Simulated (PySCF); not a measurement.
Compound: C7H10O (charge +1 and doublet state).
Geometry (GFN2-xTB, Å), atoms numbered from 1 in this order:
```
atom  x, y, z in Å
C1    -1.897    1.592   -0.327
C2    -1.599    0.316   -0.028
C3    -0.285   -0.310   -0.149
C4    -0.220   -1.783    0.072
C5     0.766    0.288   -1.087
C6     0.892    0.612    0.357
C7     1.982    0.004    1.143
O8     2.295   -1.142    1.214
H9    -1.172    2.318   -0.656
H10   -2.916    1.937   -0.279
H11   -2.394   -0.340    0.304
H12   -0.295   -2.324   -0.874
H13   -1.016   -2.125    0.729
H14    0.753   -2.077    0.489
H15    0.478    1.075   -1.767
H16    1.454   -0.432   -1.509
H17    0.610    1.608    0.674
H18    2.555    0.788    1.681
```

The hyperfine couplings belong to this conformer and change with its torsions.

As a line formula: `[CH2+][CH][C@@]1(C)C[C@@H]1C=O` [radical] (charge +1).

Method used: UKS B3LYP, pcH-1 on C H O, non-relativistic, mean-field spin-orbit, GIAO in PySCF. Geometry: GFN2-xTB, one conformer, isolated ion. The geometry wasn't refined by DFT: couplings that depend on bond lengths, twists or pyramidal angles can differ widely from those at the functional's own minimum, by a factor of two or more for some ions and for spin on atoms past the first row. The SCF solution wasn't tested for stability.

(1) Predict the first-order ENDOR lines of H18, H12/H13/H14, H16, H10, H9, H17 and H11 under fast tumbling at B = 336.4 mT (X band).

(2) Which pairs are centred on the nuclear Larmor frequency, and which on half the coupling?

(3) At what field would the lower line of H17 fall to zero frequency?

Results:

(1) ν± = |νn ± a/2|, one line for each electron-spin manifold; νn = |g_N| × 7.62259 MHz/T × B.

```csv
nuclei,isotope,g_N,νn (MHz),a_iso (MHz),lower line (MHz),upper line (MHz)
H18,1H,5.5857,14.32,170.24,70.80,99.44
H12/H13/H14,1H,5.5857,14.32,36.06,3.71,32.35
H16,1H,5.5857,14.32,24.28,2.18,26.46
H10,1H,5.5857,14.32,-22.69,2.98,25.67
H9,1H,5.5857,14.32,-22.21,3.22,25.43
H17,1H,5.5857,14.32,-11.53,8.56,20.09
H11,1H,5.5857,14.32,-3.31,12.67,15.98
```

(2) Centred on νn, since |a| < 2νn: H16, H10, H9, H17 and H11. Centred on |a|/2 and split by 2νn: H18 and H12/H13/H14.

(3) Where νn = |a|/2, that is B = 5.76 MHz/(5.5857 × 7.62259 MHz/T) = 135 mT, as far as first order holds there.

Class means assume fast exchange of nuclei equivalent by connectivity; if that motion is slow, each nucleus keeps its own coupling. H9 and H10 aren't averaged: C1 is flat or nearly so (angle sum 360°), and its turn about the short C1–C2 bond (1.34 Å) is taken as slow. The three 1H nuclei of mean +36.1 MHz run from 0.3 to 59.3 MHz in the frozen geometry.

Time: 1.7 min of wall time (grids of density and orbitals included); peak memory 0.96 GiB. Hardware: one thread, Arm Neoverse V2 (aarch64), no GPU (shared host).

The SMILES draws the unpaired electron on C2; the largest computed Mulliken spin population is on C1 (0.37 against 0.03).
